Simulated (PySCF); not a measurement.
Members of one family of related compounds. The calculation used TDDFT B3LYP/def2-SVPD, vertical, gas phase, core orbitals frozen in the response in PySCF 2.14.0, density-fitted response routines. Geometries: GFN2-xTB; one conformer of each isolated species. Triplets are in the Tamm–Dancoff approximation. 'Strongest' means the level of largest summed f among the lowest 8 singlets; it needn't be the same kind of state in each.

Task: Rank by computed lowest singlet excitation energy, lowest first.
A. `O=CN[SiH]1CC1`
B. `CC(=O)[SiH]1CC1`
C. `c1([SiH]2CC2)occc1`
D. `CN(C)[SiH]1CC1`
E. `C=N[SiH]1CC1`

Result: B (3.54 eV), E (4.10 eV), C (4.99 eV), A (5.37 eV), D (5.62 eV).

```
            SMILES  S1 (eV)  first f ≥ 0.01 (nm)  LUMO (eV)  f (S1)  strongest (eV)    S1 mainly
   CC(=O)[SiH]1CC1     3.54                  258      -1.60   0.001            4.81    H→L (98%)
      C=N[SiH]1CC1     4.10                  270      -1.27   0.001            4.60  H-1→L (99%)
c1coc([SiH]2CC2)c1     4.99                  249      -0.68   0.432            4.99    H→L (98%)
     O=CN[SiH]1CC1     5.37                  231      -0.34   0.025            6.41    H→L (82%)
    CN(C)[SiH]1CC1     5.62                  219       0.38   0.000            6.18    H→L (98%)
```

H and L stand for HOMO and LUMO.

- `CC(=O)[SiH]1CC1`: S1 has the pattern of n→π* at C=O.
- `C=N[SiH]1CC1`: Löwdin shares by element: HOMO carbon 47% or more, silicon 26%, nitrogen 6% (atoms not listed hold the other 21%); LUMO carbon 40% or more, nitrogen 31%, silicon 6%, hydrogen 6% or more (atoms not listed hold the other 17%).
- `c1coc([SiH]2CC2)c1`: Löwdin shares by element: HOMO carbon 44% or more, silicon 14% (atoms not listed hold the other 42%); LUMO carbon 32% or more, oxygen 15%, silicon 14% (atoms not listed hold the other 39%).
- `O=CN[SiH]1CC1`: Löwdin shares by element: HOMO carbon 50% or more, silicon 26%, nitrogen 5% (atoms not listed hold the other 19%); LUMO carbon 37% or more, oxygen 25%, nitrogen 15%, hydrogen 7% or more (atoms not listed hold the other 16%).
- `CN(C)[SiH]1CC1`: Löwdin shares by element: HOMO nitrogen 54%, carbon 17% or more, silicon 7% (atoms not listed hold the other 21%); LUMO (one of a set within 0.03 eV) silicon 28%, carbon 18% or more, hydrogen 12% or more (atoms not listed hold the other 42%).
